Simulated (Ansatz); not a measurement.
A structure relaxed at PBE-D4/def2-SVP in Ansatz, charge 0, singlet:

```csv
atom,x (Å),y (Å),z (Å)
Ge1,1.4324,0.7095,0.2917
Ge2,0.3993,-1.9252,-1.5036
Ge3,-1.1996,-0.4044,1.0202
Ge4,-1.0163,1.1189,-1.9600
O5,-0.4242,-0.5560,-2.3927
O6,-0.5298,1.1423,-0.1651
O7,1.0557,0.8037,2.0856
O8,-0.2488,0.2511,2.4468
O9,0.5312,-1.1397,0.1771
```

Give its formula and point group.

the cluster Ge4O5. Point group C2v (tolerance 0.1 Å).

Summarise the bond lengths by kind (pairs closer than 1.2 times the sum of covalent radii, bridged metal pairs left out).

10 × Ge–O 1.83 to 2.06 Å; 1 × O–O 1.46 Å.

The structure holds 1 bond(s) between oxygen atoms. Another isomer (singlet) lies 3.88 eV lower at PBE0-D4/def2-TZVP; other spin states weren't run for this one.
